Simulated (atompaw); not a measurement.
# Before and after: PAW (atompaw) potential for cerium

- Element: cerium
- Generator: atompaw 4.2.0.5
- Type: PAW
- Functional: PBEsol
- Relativity: scalar-relativistic
- Frozen core: [Kr] 4d10 5s2
- Valence charge: 10
- Reference configuration: 4f1 5p6 5d1 6s1.75 6p0.25
- Partial waves: 6s (bound): rc 3.00 bohr; 6s channel at 0.6 Ry: rc 3.00 bohr; 5p (bound): rc 2.65 bohr; 6p (bound): rc 3.00 bohr; 5d (bound): rc 3.00 bohr; 5d channel at 4.05 Ry: rc 3.00 bohr; 4f (bound): rc 1.40 bohr; 4f channel at 0.25 Ry: rc 1.40 bohr
- Local potential: troulliermartins scheme with l = 4 at 0.5 Ry, radius 2.85 bohr
- Core correction: smooth core density matched at 2.20 bohr
- Augmentation charge: sinc compensation charge, radius 2.80 bohr; PAW radius 3.00 bohr; waves and projectors: custom polynom gramschmidtortho

All-electron outer shells of the reference configuration (PBEsol, scalar-relativistic, ld1.x):

```tsv
shell	level (eV)	outermost node (bohr)	outermost maximum (bohr)
4d	-110.69	0.31	0.66
5s	-40.91	0.75	1.37
5p	-23.51	0.81	1.55
4f	-5.71	–	0.71
6s	-3.94	1.82	3.72
5d	-3.31	0.92	2.15
6p	-1.48	2.15	4.84
```

Change: augmentation sinc compensation charge, radius 2.80 bohr; PAW radius 3.00 bohr; waves and projectors: custom polynom2 7 10 vanderbiltortho.

Cutoffs: the cutoffs (Ry, on a coarse ladder) from which the occupation-weighted sum of valence levels, in a spherical-Bessel basis at the reference potential, stays within 10 and 1 mRy of its value at 400 Ry; they do not see the model core or the augmentation charge, which bear on the density cutoff.

Task: What does the change do?

Result: Both files keep a bound ghost (s); the range in which the s phases agree narrows (upper end 4.2 → 2.7); the range in which the d phases agree narrows (upper end at the end of the scan → 2.3).

```csv
quantity,base,changed
"cutoff, loose",60 Ry,300 Ry
"cutoff, tight",100 Ry,over 300 Ry
loose cutoff by channel (10 mRy a level),"s 6 Ry, p 10 Ry, d 8 Ry, f 60 Ry","s 6 Ry, p 12 Ry, d 10 Ry, f 300 Ry"
bound ghosts,s,s
s: phases at 3.01 bohr within 0.05 rad from the reference energy up to (Ry; the scan ends near 5),4.2,2.7
p: phases at 3.01 bohr within 0.05 rad from the reference energy up to (Ry; the scan ends near 5),1.0,0.6
d: phases at 3.01 bohr within 0.05 rad from the reference energy up to (Ry; the scan ends near 5),to the end of the scan,2.3
f: phases at 3.01 bohr within 0.05 rad from the reference energy up to (Ry; the scan ends near 5),4.5,4.4
lowest overlap eigenvalue by channel,"s 0.48, p 0.74, d 0.81, f 0.98","s 0.34, p 0.69, d 0.82, f 0.98"
```

 A true bound ghost makes a file unfit for plane-wave use even where its test errors are small: the radial tests pick states by their node count and pass the ghost by. The cutoffs see the waves, projectors and local potential, not the compensation charge or the core.
